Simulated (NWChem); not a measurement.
# ammonia borane (BNH6); SMILES [NH3+][BH3-]

```xyz
8

B      0.0000     0.0000    -0.9333
N      0.0000     0.0000     0.7108
H     -1.0597    -0.5367    -1.2586
H      0.9947    -0.6494    -1.2586
H      0.0650     1.1861    -1.2586
H     -0.8011     0.5254     1.0891
H      0.8556     0.4311     1.0891
H     -0.0545    -0.9565     1.0891
```
Atoms are numbered in this order, from 1.

Structure relaxed at the PBE-D3(BJ)/def2-SVP level.

 Unshifted, non-relativistic core excitations; the lowest 4 roots alone, so stronger bands may lie above.

### Question
List the first B K-edge excitations from PBE/def2-TZVP, restricted-window TDA (NWChem).

### Answer
```csv
state,energy (eV),dipole oscillator strength,leading excitation (squared amplitude)
S1,174.2,0.0023,1s of atom 1 or its equivalents → LUMO (1.00)
S2,176.0,0.0004,1s of atom 1 or its equivalents → LUMO+1 (1.00)
S3,176.0,0.0004,1s of atom 1 or its equivalents → LUMO+2 (1.00)
S4,177.5,0.0000,1s of atom 1 or its equivalents → LUMO+3 (0.99)
```
